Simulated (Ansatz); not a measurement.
Isolated molecules relaxed with PBE0-D4/def2-TZVP in Ansatz; ΔE leaves out vibrations. CCSD(T)/CBS adds triple-zeta CCSD(T) − MP2 to the extrapolated MP2 energy (def2 sets, frozen cores). Functionals use def2-TZVPP. For Ge outer-core shells are correlated without core-valence functions, which leaves a few kJ/mol of doubt a bond. Scalar relativity is left out up to krypton. One conformer a species, not always the lowest.

`C=C[SiH](Cl)N[SiH2]Cl` + GeH₄ → `C=C[SiH2]Cl` + `Cl[SiH2][NH][GeH3]`  (redistribution)

`C=C[SiH](Cl)N[SiH2]Cl`:

Cartesian coordinates in Å:
```
C 0.840 -0.712 2.089
C 1.159 -0.417 0.831
Si 0.607 1.164 0.058
Cl 2.207 2.186 -0.743
N -0.503 0.823 -1.213
Si -1.354 -0.635 -1.503
Cl -2.918 -0.926 -0.189
H 0.250 -0.036 2.702
H 1.149 -1.639 2.563
H 1.755 -1.123 0.258
H 0.030 2.059 1.088
H -0.821 1.620 -1.748
H -1.944 -0.569 -2.858
H -0.456 -1.793 -1.332
```

GeH₄:

Cartesian coordinates in Å:
```
Ge 0.000 0.000 0.000
H -0.465 1.238 -0.777
H -0.538 -1.264 -0.683
H -0.531 0.069 1.438
H 1.533 -0.044 0.022
```

`C=C[SiH2]Cl`:

Cartesian coordinates in Å:
```
C 0.176 -0.476 1.483
C 0.586 -0.408 0.219
Si -0.440 0.390 -1.095
Cl 0.562 1.997 -1.908
H -0.774 -0.051 1.798
H 0.765 -0.956 2.258
H 1.549 -0.843 -0.044
H -0.722 -0.538 -2.216
H -1.703 0.884 -0.495
```

`Cl[SiH2][NH][GeH3]`:

Z-matrix (Å, degrees):
```
Si
N 1 1.700
Cl 1 2.071 2 113.9
H 1 1.480 2 109.8 3 118.4
H 1 1.479 2 108.8 3 -117.5
Ge 2 1.848 1 126.2 3 77.6
H 2 1.010 1 116.5 3 -82.3
H 6 1.537 2 108.4 1 140.5
H 6 1.533 2 105.9 1 21.0
H 6 1.539 2 110.9 1 -99.2
```

```csv
level,ΔE (kcal/mol),difference from CCSD(T)/CBS
PBE-D4,15.4,0.5
PBE0-D4,15.8,0.9
r2SCAN,15.5,0.6
MP2/def2-TZVPP,14.8,-0.1
SCS-MP2/def2-TZVPP,13.9,-1.0
CCSD(T)/def2-TZVPP,14.6,-0.3
MP2/def2-QZVPP,15.0,0.1
SCS-MP2/def2-QZVPP,14.1,-0.8
MP2/CBS(def2),15.1,0.2
CCSD/CBS(def2),14.6,-0.3
CCSD(T)/CBS,14.9,0
```

Largest T1 diagnostic among the species: 0.012.

The D4 term adds +2.4 kcal/mol with B3LYP and +1.5 kcal/mol with PBE0; it sums over pairs of atoms, weighted by their polarisabilities, and B3LYP, whose exchange is more repulsive, gets the larger term. In def2-TZVPP, CCSD(T) changes the Hartree–Fock value by +1.7 kcal/mol (the triples alone add +0.3 kcal/mol) and MP2 by +2.0 kcal/mol.

B3LYP here is the variant with VWN-RPA as its local correlation; programs differ in this.
